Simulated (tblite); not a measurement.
C2H11NO3Si3.
Cartesian coordinates in Å at the GFN2-xTB level; atoms count from 1:
```
atom  x, y, z in Å
C1    -3.2174    0.1288   -0.1072
C2    -1.9536   -0.7180   -0.1985
Si3   -0.5920   -0.0688    0.9390
O4    -0.1867    1.4439    0.4909
Si5    1.2453    2.0729    0.0524
O6     2.3869    0.9272    0.1539
Si7    2.2576   -0.6425    0.5545
N8     2.7511   -1.5458   -0.8180
O9     0.7070   -1.0395    0.8255
H10   -3.6110    0.1108    0.9059
H11   -3.9887   -0.2406   -0.7815
H12   -2.9978    1.1616   -0.3637
H13   -1.6096   -0.7385   -1.2349
H14   -2.1924   -1.7465    0.0719
H15   -0.9138    0.0188    2.3614
H16    1.5808    3.0854    1.0413
H17    1.1328    2.4611   -1.3450
H18    2.9482   -0.7831    1.8295
H19    2.5965   -2.5400   -0.8040
H20    3.6514   -1.3365   -1.2153
```

Computed values, GFN2-xTB/tblite, gas phase, harmonic and unscaled. Errors from tens to a few hundred cm⁻¹ against measured bands are possible. Modes of hydrogen on silicon can be 10 to 20 % off. One conformer, not necessarily the lowest.

Harmonic wavenumbers (cm⁻¹): 32.5, 47.4, 57.0, 86.4, 126.1, 155.6, 202.6, 224.2, 238.8, 248.0, 277.5, 300.2, 317.7, 416.9, 540.8, 581.3, 593.6, 615.8, 631.6, 636.8, 650.1, 681.3, 716.0, 726.3, 742.6, 762.9, 782.1, 806.1, 853.7, 925.7, 945.5, 976.6, 1019.2, 1044.3, 1053.1, 1084.7, 1234.1, 1292.1, 1415.6, 1474.5, 1501.1, 1508.9, 1514.3, 2281.0, 2310.1, 2318.8, 2337.3, 2963.5, 2993.6, 3012.0, 3037.2, 3045.3, 3489.4, 3527.3.

A = 1579, B = 770.6, C = 590.5 MHz; mass 181.005 u (most abundant isotopes); point group C1, symmetry number 1.

Question: Zero-point energy?

Answer: Half the sum of the wavenumbers: 30679 cm⁻¹ = 367.00 kJ/mol.

Question: What is S at 298.15 K and 1 bar for an ideal gas of classical rigid rotors and harmonic oscillators?

Answer: Translation 173.69, rotation 127.54, vibration 180.48: S = 481.7 J/(mol K).

Question: And Cp and H(298.15 K) − H(0)?

Answer: Cp = 207.53 J/(mol K), of which vibrations give 174.27 (their classical limit is 54 R = 449.0); H(298.15 K) − H(0) = 37.21 kJ/mol without the zero-point energy, 27.29 from vibrations.

Question: How do the functions run with temperature in this model?

Answer: 
```tsv
T (K)	S (J/(mol K))	Cp (J/(mol K))	H − H(0) (kJ/mol)	G − H(0) (kJ/mol)	ln q(vib)
100	323.8	99.3	6.63	-25.75	3.10
200	409.8	155.1	19.36	-62.60	7.01
300	483.0	208.4	37.60	-107.30	10.76
500	609.3	286.3	87.71	-216.94	17.89
800	759.9	353.2	184.62	-423.30	27.46
1000	841.9	381.6	258.25	-583.69	33.13
```

q(vib) and H(0) count from the zero-point level.

Question: Which modes carry the vibrational entropy at 298.15 K?

Answer: 32.5 cm⁻¹: 23.73; 47.4 cm⁻¹: 20.60; 57.0 cm⁻¹: 19.07; 86.4 cm⁻¹: 15.65; 126.1 cm⁻¹: 12.57; 155.6 cm⁻¹: 10.89 J/(mol K); the other 48 give 77.98 together.

Hindered rotation and anharmonicity are outside this model. Other conformers, if any are populated, would add a mixing term that is left out. The structure is chiral; the term R ln 2 for an equal mix with its mirror image is left out.
